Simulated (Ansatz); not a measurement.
Species: CH₄B₂O, SMILES `OC1BB1` (H–O–C–B torsion 0°) with one electron removed (charge 1, multiplicity 2), formula CH$_{4}$B$_{2}$O.

### Question
How many basis functions does frozen-core CCSD(T)/cc-pVTZ // B3LYP-D3(BJ)/def2-TZVP (Ansatz, a quantum-chemistry and plane-wave program) use, how many core orbitals are frozen, and how many electrons are correlated?

### Answer
176 basis functions and 4 frozen orbitals, which leaves 19 correlated electrons. Core time is of the order of minutes.
